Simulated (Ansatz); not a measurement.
Consider the formal loss of a carbene: `CC(C)[Si]F` → `CC[Si]F` + `[CH2]` (triplet).

Computed with Ansatz on PBE0-D4/def2-TZVP structures; ΔE is electronic, products minus reactants. CCSD(T)/CBS is the MP2 limit (def2-TZVPP, def2-QZVPP) plus CCSD(T) − MP2 in def2-TZVPP, frozen cores. This one scheme is used for every species. DFT in def2-TZVPP. Triplets are unrestricted, without spin–orbit coupling. Each species was taken in one conformer, which may not be the lowest.

`CC(C)[Si]F`:

Cartesian coordinates in Å:
```
C -0.864 -0.149 -1.012
C 0.330 -0.476 -0.125
C 0.095 -0.048 1.330
Si 1.963 0.358 -0.629
F 1.420 1.874 -0.831
H -0.718 -0.490 -2.041
H -1.042 0.929 -1.044
H -1.776 -0.625 -0.638
H 0.516 -1.559 -0.140
H -0.752 -0.591 1.762
H 0.959 -0.243 1.976
H -0.131 1.020 1.392
```

`CC[Si]F`:

Cartesian coordinates in Å:
```
C 0.439 0.840 0.088
C -0.381 -0.373 0.511
Si -0.468 -1.883 -0.625
F -0.015 -1.210 -2.027
H 0.142 1.191 -0.902
H 0.326 1.672 0.787
H 1.503 0.598 0.035
H -1.448 -0.102 0.625
H -0.097 -0.733 1.509
```

`[CH2]` (triplet):

Cartesian coordinates in Å:
```
C -0.208 -0.089 -0.158
H -0.471 0.780 0.426
H 0.680 -0.691 -0.268
```

```
             level  ΔE (kcal/mol)
       LDA (SPW92)          120.8
         revPBE-D4          101.9
              BLYP           96.7
             BHLYP           95.9
     HF/def2-TZVPP           66.6
    MP2/def2-TZVPP          104.1
   CCSD/def2-TZVPP           97.8
CCSD(T)/def2-TZVPP          100.7
```

(1) What does CCSD(T)/CBS give? (Best estimate.)

(2) What do rigid-rotor, harmonic-oscillator terms from PBE0-D4/def2-TZVP frequencies (298.15 K, 1 bar) make of the CCSD(T)/CBS value? (Estimate.)

Largest T1 diagnostic among the species: 0.013.

Results:

(1) Computed: +103.3 kcal/mol. The listed levels differ from it by 17.5, -1.4, -6.6, -7.4, -36.7, 0.8, -5.5, -2.6 kcal/mol.

(2) Computed: ΔZPE = -7.1 kcal/mol, ΔH = +97.7 kcal/mol, ΔS = 167 J/(mol·K), ΔG = +85.8 kcal/mol. Open shells count their whole term as degenerate. Modes under 50 cm⁻¹ make the entropy rough.

At CCSD(T), def2-SVP lies −3.6 kcal/mol from the extrapolated value and def2-TZVPP −2.6 kcal/mol. From PBE to PBE0 (25 % exact exchange), in def2-TZVPP and without D4, ΔE moves by −1.8 kcal/mol. Leaving LDA and LC-ωPBE aside and taking each functional with its dispersion term where it has one, the values, not all of them listed here, spread over 8.9 kcal/mol, from r2SCAN0-D4 to ωB97X-V. LDA lies +18.4 kcal/mol from PBE without D4.
